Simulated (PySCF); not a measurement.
Coordinates in bohr (charge 0 multiplicity 6):
```
Ru   -1.4943    0.0000   -0.5778
O    -4.8031    0.0000   -0.2253
Br    2.9031    0.0000    0.7925
```

All numbers come from UPBE0/[Ru def2-SVP with ECP28, O def2-SVP, Br def2-SVP], scalar-relativistic core potentials, density fitting, no spin–orbit coupling, PySCF.

This geometry of RuOBr is a stationary point at this level.

**Question.** What is the point group?

**Answer.** Cs.

**Question.** Is it a minimum?

**Answer.** Yes: all harmonic wavenumbers are real.

**Question.** List the harmonic modes with their infrared intensities.

**Answer.** 
```json
{"symmetry": "a'", "ω (cm⁻¹)": "71", "IR (km/mol)": "12.2", "type": "bend"}
{"symmetry": "a'", "ω (cm⁻¹)": "268", "IR (km/mol)": "20.1", "type": "stretch"}
{"symmetry": "a'", "ω (cm⁻¹)": "833", "IR (km/mol)": "39.6", "type": "stretch"}
```

**Question.** Give the ideal-gas entropy at 298.15 K and 1 bar by parts.

**Answer.** translation 174.7, rotation 104.6, vibration 24.7, spin 14.9; total 318.9 J/(mol K).

**Question.** What is the atomisation energy, with and without zero-point energy?

**Answer.** 700 kJ/mol without, 693 kJ/mol with.

This need not be the most stable arrangement of these atoms. With open d or f shells other occupations or spin states may lie lower. At this level a quartet minimum of Cs symmetry lies 63 kJ/mol below this structure.
